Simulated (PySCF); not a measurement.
**Cl⁺ (chlorine, charge +1) across methods**

[Ne] 3s2 3p4, high-spin 3P determinant. All numbers are calculated (PySCF 2.14, the spin-free X2C one-electron Hamiltonian (Gaussian nucleus), in x2c-TZVPPall).

```json
{"method": "M06", "E (hartree)": "-461.0747", "mean ε 3s β (eV)": "-32.405", "mean ε 3p α (eV)": "-21.719", "mean ε 3p β (eV)": "-19.654", "Σ⟨r²⟩ (bohr²)": "20.46", "⟨S²⟩": "2.003"}
{"method": "LDA", "E (hartree)": "-459.5694", "mean ε 3s β (eV)": "-30.777", "mean ε 3p α (eV)": "-20.327", "mean ε 3p β (eV)": "-18.348", "Σ⟨r²⟩ (bohr²)": "20.69", "⟨S²⟩": "2.002"}
{"method": "B3LYP", "E (hartree)": "-461.1091", "mean ε 3s β (eV)": "-32.238", "mean ε 3p α (eV)": "-21.616", "mean ε 3p β (eV)": "-19.682", "Σ⟨r²⟩ (bohr²)": "20.64", "⟨S²⟩": "2.003"}
{"method": "MN15", "E (hartree)": "-461.1610", "mean ε 3s β (eV)": "-32.891", "mean ε 3p α (eV)": "-22.726", "mean ε 3p β (eV)": "-20.821", "Σ⟨r²⟩ (bohr²)": "20.48", "⟨S²⟩": "2.003"}
{"method": "r2SCAN", "E (hartree)": "-461.0579", "mean ε 3s β (eV)": "-30.740", "mean ε 3p α (eV)": "-20.894", "mean ε 3p β (eV)": "-18.715", "Σ⟨r²⟩ (bohr²)": "20.57", "⟨S²⟩": "2.006"}
{"method": "PBE", "E (hartree)": "-460.9066", "mean ε 3s β (eV)": "-30.567", "mean ε 3p α (eV)": "-20.321", "mean ε 3p β (eV)": "-18.373", "Σ⟨r²⟩ (bohr²)": "20.62", "⟨S²⟩": "2.003"}
{"method": "PBE0", "E (hartree)": "-460.9423", "mean ε 3s β (eV)": "-32.472", "mean ε 3p α (eV)": "-22.049", "mean ε 3p β (eV)": "-19.952", "Σ⟨r²⟩ (bohr²)": "20.58", "⟨S²⟩": "2.004"}
{"method": "UHF", "E (hartree)": "-460.45568", "mean ε 3s β (eV)": "-36.818", "mean ε 3p α (eV)": "-26.354", "mean ε 3p β (eV)": "-23.641", "Σ⟨r²⟩ (bohr²)": "20.74", "⟨S²⟩": "2.011"}
```

Task: Estimate the same row for revPBE.

Result: E (hartree) = -461.0177; mean ε 3s β (eV) = -30.491; mean ε 3p α (eV) = -20.306; mean ε 3p β (eV) = -18.362; Σ⟨r²⟩ (bohr²) = 20.59; ⟨S²⟩ = 2.004.
